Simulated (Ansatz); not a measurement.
CH3AlF2, SMILES [CH3][Al]([F])[F].

The structure is a stationary point at B3LYP-D3(BJ)/def2-SVP. The isomer is the one that the SMILES or the coordinates give; other isomers of the formula were not compared.

Two levels are set side by side: PBE/def2-SVPD (Ansatz, a program for electronic structure) and CAM-B3LYP/def2-SVPD (Ansatz). Energy differences of separate SCF runs at the same geometry; the states with an electron removed or added have multiplicity 2 and 2. Differences are taken from unrounded values.

| quantity | CAM-B3LYP | PBE | PBE minus CAM-B3LYP |
|---|---|---|---|
| vertical ionisation energy (eV) | 12.11 | 11.62 | -0.49 |
| vertical singlet–triplet gap (eV) | 7.00 | 6.42 | -0.58 |
